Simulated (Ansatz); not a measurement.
Input for Ansatz (an electronic-structure program): R-PBE0/def2-TZVPP on CH6OSi (SMILES CO[SiH3]), a point of a torsion scan.

Ansatz 0.2 input:
```yaml
crystal:
  periodic: [false, false, false]
  atoms:
    - {symbol: C, position_ang: [1.37931758, -0.05456733, 0.05624573]}
    - {symbol: O, position_ang: [0.14259446, -0.09750085, -0.58520894]}
    - {symbol: Si, position_ang: [-1.35634695, 0.08703528, -0.00133864]}
    - {symbol: H, position_ang: [1.88344477, -1.01509958, -0.07674305]}
    - {symbol: H, position_ang: [1.98909908, 0.73008265, -0.39854947]}
    - {symbol: H, position_ang: [1.28431986, 0.14808878, 1.12449713]}
    - {symbol: H, position_ang: [-1.66333491, -0.91743918, 1.02307798]}
    - {symbol: H, position_ang: [-2.10164604, -0.09050780, -1.23464644]}
    - {symbol: H, position_ang: [-1.53643266, 1.40771127, 0.61191598]}
basis:
  gaussian:
    orbitals: def2-TZVPP
hamiltonian:
  xc: {name: PBE0}
scf: {lower_state_search: off}
```

It printed:

```
WARN ansatz: RAYON_NUM_THREADS=2 ignored (pool sized by the plan → 2); use --threads N
Functional definition: PBE0
these checks for a lower state are left out or cut short: stability, starts, cluster_reference, orbital_swaps, neighbouring_geometries, increment
integrals: 0.08 GiB planned
976 factors; their error is unknown
mean field: 0.80 GiB planned
mean field evaluation 1: about -11049.8334 eV, gradient 5.0e1 eV
mean field evaluation 2: about -11043.8223 eV, gradient 7.6e1 eV
mean field evaluation 4: about -11054.4331 eV, gradient 3.2e0 eV
mean field evaluation 8: about -11054.4560 eV, gradient 1.7e-2 eV
mean field evaluation 16: about -11054.4717 eV, gradient 4.5e-6 eV
mean field -11054.47167279 eV, -406.2443409852 hartree, gradient 4.5e-6 eV, S^2 0.000000; 0 other end points of the search recorded, 0 dependent functions left out
reference -11054.47170365 eV, -406.2443421190 hartree; 17, 17 occupied and 171, 171 virtual orbitals, 976 factors
Total energy: -11054.47170365 eV, -406.2443421190 hartree
Checks for a lower state left out: stability, starts, cluster_reference, orbital_swaps, neighbouring_geometries, increment
```

The run converged.

Cost: about 2.2 core-seconds (a rough figure).
